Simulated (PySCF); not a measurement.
## Platinum: a sound run and one with changed settings

Sound run: Pt [Xe] 4f14 5d9 6s1, Pt+ [Xe] 4f14 5d9. All numbers are calculated (PySCF 2.14, a scalar-relativistic core potential, in cc-pVDZ-PP with ECP60MDF). In the sound run the correlated levels freeze 5s2 5p6 outside the core potential. The sound run starts from symmetry-adapted Hartree-Fock orbitals and uses a fine grid where one is needed.

A second run was set up differently.

| species | method | sound run (hartree) | changed run (hartree) | converged |
| --- | --- | --- | --- | --- |
| Pt | MP2 | -118.75566 | -118.90998 | yes |
| Pt+ | MP2 | -118.43719 | -118.58417 | yes |

Ionisation energy of Pt:

```csv
method,sound run (eV),changed run (eV)
UHF,7.577,7.577
MP2,8.666,8.866
SCS-MP2,8.491,8.646
```

What was changed?
A. a valence shell is frozen
B. all electrons correlated in a valence basis
C. too few SCF iterations
D. basis contracted for another Hamiltonian

B. A valence basis has no tight correlating functions, so it recovers only part of the core correlation, and not evenly between atom and ion.
